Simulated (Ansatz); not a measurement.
`Cl[SiH2]S[SiH2]Cl` + `C#[C][GeH2][OH]` → `O[SiH2]S[SiH2]Cl` + `C#[C][GeH2][Cl]`  (redistribution)

Isolated molecules relaxed with PBE0-D4/def2-TZVP in Ansatz; ΔE leaves out vibrations. CCSD(T)/CBS adds triple-zeta CCSD(T) − MP2 to the extrapolated MP2 energy (def2 sets, frozen cores). Functionals use def2-TZVPP. For Ge outer-core shells are correlated without core-valence functions, which leaves a few kJ/mol of doubt a bond. Scalar relativity is left out up to krypton. One conformer a species, not always the lowest.

| species | PBE-D4 energy (Eh) |
| --- | --- |
| `Cl[SiH2]S[SiH2]Cl` | -1899.35768 |
| `C#[C][GeH2][OH]` | -2230.35921 |
| `O[SiH2]S[SiH2]Cl` | -1515.10960 |
| `C#[C][GeH2][Cl]` | -2614.62623 |

Q: Work out ΔE.

A: ΔE = (-1515.10960) + (-2614.62623) − (-1899.35768) − (-2230.35921) = -0.01894 Eh = -49.7 kJ/mol. CCSD(T)/CBS gives -50.8 kJ/mol.

Largest T1 diagnostic among the species: 0.012.

In def2-TZVPP, CCSD(T) changes the Hartree–Fock value by +8.7 kJ/mol (the triples alone add +1.3 kJ/mol) and MP2 by +9.6 kJ/mol.
